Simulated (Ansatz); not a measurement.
Basis sets compared for the cluster Ag7Se⁺. Charge 1, multiplicity 1. Geometry PBE0-D4/def2-SVP. Ansatz on 4 threads of Arm Neoverse V1 on a shared host; times are rough, and most runs start from earlier orbitals.

```xyz
8

Ag    0.230    0.712   -2.617
Ag    0.196   -1.302   -0.640
Ag    0.449   -0.911    2.221
Ag    2.241    0.752   -0.610
Ag   -0.507    1.137    0.348
Ag   -2.186   -0.218   -1.514
Ag   -2.079   -1.421    1.027
Se    1.656    1.251    1.784
```

In the def2 sets Ag takes a core potential; there is no spin–orbit coupling. No other spin state of charge 1 was run. Another isomer (singlet) lies 0.29 eV lower at PBE0-D4/def2-TZVP; other spin states weren't run for this one.

| level | functions | energy (Eh) | HOMO (eV) | LUMO (eV) | wall time |
| --- | --- | --- | --- | --- | --- |
| PBE-D4/def2-SVP | 249 | -3429.7471 | -8.82 | -8.00 | 12 s |
| PBE0-D4/def2-SVP | 249 | -3429.6810 | -9.26 | -7.27 | 23 s |

**Question.** Estimate the rows for PBE-D4/def2-TZVP (with forces), PBE0-D4/def2-TZVP.

**Answer.** 
```
                         level  functions  energy (Eh)  HOMO (eV)  LUMO (eV)  wall time
PBE-D4/def2-TZVP (with forces)        328   -3430.3125      -8.81      -7.99       18 s
             PBE0-D4/def2-TZVP        328   -3430.2349      -9.24      -7.25       42 s
```
